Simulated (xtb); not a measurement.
C4H6, triplet, at a GFN2-xTB geometry (a higher spin typed on purpose: for a closed-shell molecule this is an excited state); GFN2-xTB (xtb).

Here is a job for xtb.
```
$ xtb mol.xyz --gfn 2 --uhf 2 --grad --json

# file mol.xyz
10

C      1.75459894     0.26377965    -0.67660968
C      0.65006782    -0.06047826     0.17782132
C     -0.68699479     0.05653341    -0.16793300
C     -1.72770442    -0.25764166     0.66056493
H      2.19484393     1.24621075    -0.67237424
H      2.20858178    -0.47942751    -1.30949762
H      0.87209543    -0.42840088     1.17912116
H     -0.91126285     0.42192830    -1.16243482
H     -2.74878768    -0.14912379     0.34462915
H     -1.55527588    -0.62434574     1.65749488
```

Output, abridged:

```
   ID    Z sym.   atoms
    1    6 C      1-4
    2    1 H      5-10

           -------------------------------------------------
          |                Calculation Setup                |
           -------------------------------------------------

           -------------------------------------------------
          |                 G F N 2 - x T B                 |
           -------------------------------------------------

          ...................................................
          :                      SETUP                      :
          :.................................................:
          :  # basis functions                  22          :
          :  # atomic orbitals                  22          :
          :  # shells                           14          :
          :  # electrons                        22          :
          :  max. iterations                   250          :
          :  Hamiltonian                  GFN2-xTB          :
          :  restarted?                      false          :
          :  GBSA solvation                  false          :
          :  PC potential                    false          :
          :  electronic temp.          300.0000000     K    :
          :  accuracy                    1.0000000          :
          :  -> integral cutoff          0.2500000E+02      :
          :  -> integral neglect         0.1000000E-07      :
          :  -> SCF convergence          0.1000000E-05 Eh   :
          :  -> wf. convergence          0.1000000E-03 e    :
          :  Broyden damping             0.4000000          :
          :  net charge                          0          :
          :  unpaired electrons                  2          :
          ...................................................

 iter      E             dE          RMSdq      gap      omega  full diag
   1    -11.6316289 -0.116316E+02  0.445E+00    4.14       0.0  T
   2    -11.6464490 -0.148202E-01  0.264E+00    4.03       1.0  T
   3    -11.6419680  0.448102E-02  0.943E-01    4.01       1.0  T
   4    -11.6454864 -0.351844E-02  0.539E-01    4.04       1.0  T
   5    -11.6479828 -0.249639E-02  0.840E-02    4.02       1.0  T
   6    -11.6480208 -0.379493E-04  0.418E-02    4.04       1.0  T
   7    -11.6480220 -0.126812E-05  0.569E-03    4.04       5.6  T
   8    -11.6480221 -0.796925E-07  0.143E-03    4.04      22.1  T
   9    -11.6480221 -0.109704E-08  0.476E-04    4.04      66.5  T
[...]
         :: total energy             -11.440007040278 Eh    ::
[...]
     5   1 H        0.926     0.050     2.319     2.381
     6   1 H        0.926     0.050     2.319     2.381
     7   1 H        0.925     0.051     2.308     2.376
     8   1 H        0.925     0.035     2.517     2.481
     9   1 H        0.926     0.036     2.500     2.472
    10   1 H        0.926     0.035     2.511     2.478

 Mol. C6AA /au·bohr⁶  :        965.591480
 Mol. C8AA /au·bohr⁸  :      22324.179689
 Mol. α(0) /au        :         50.247135

Wiberg/Mayer (AO) data.
largest (>0.10) Wiberg bond orders for each atom

 ---------------------------------------------------------------------------
     #   Z sym  total        # sym  WBO       # sym  WBO       # sym  WBO
 ---------------------------------------------------------------------------
     1   6 C    3.181 --     2 C    1.157     5 H    0.953     6 H    0.953
     2   6 C    3.760 --     3 C    1.412     1 C    1.157     7 H    0.920
                             4 C    0.222
     3   6 C    3.991 --     4 C    1.551     2 C    1.412     8 H    0.965
     4   6 C    3.781 --     3 C    1.551     9 H    0.981    10 H    0.979
                             2 C    0.222
     5   1 H    0.997 --     1 C    0.953
     6   1 H    0.997 --     1 C    0.953
     7   1 H    0.995 --     2 C    0.920
     8   1 H    0.999 --     3 C    0.965
     9   1 H    0.999 --     4 C    0.981
    10   1 H    0.999 --     4 C    0.979
 ---------------------------------------------------------------------------

Topologies differ in total number of bonds
Writing topology from bond orders to xtbtopo.mol

molecular dipole:
                 x           y           z       tot (Debye)
 q only:        0.102       0.002      -0.003
   full:        0.129      -0.001       0.006       0.329
molecular quadrupole (traceless):
                xx          xy          yy          xz          yz          zz
 q only:        0.352       0.053      -0.523      -0.122      -0.298       0.171
  q+dip:        1.124       0.194      -1.900      -0.452      -1.149       0.777
   full:        0.532       0.066      -0.985      -0.141      -0.617       0.453

           -------------------------------------------------
          | TOTAL ENERGY              -11.440007040278 Eh   |
          | GRADIENT NORM               0.000007928079 Eh/α |
          | HOMO-LUMO GAP               4.039978095181 eV   |
           -------------------------------------------------

normal termination of xtb
```
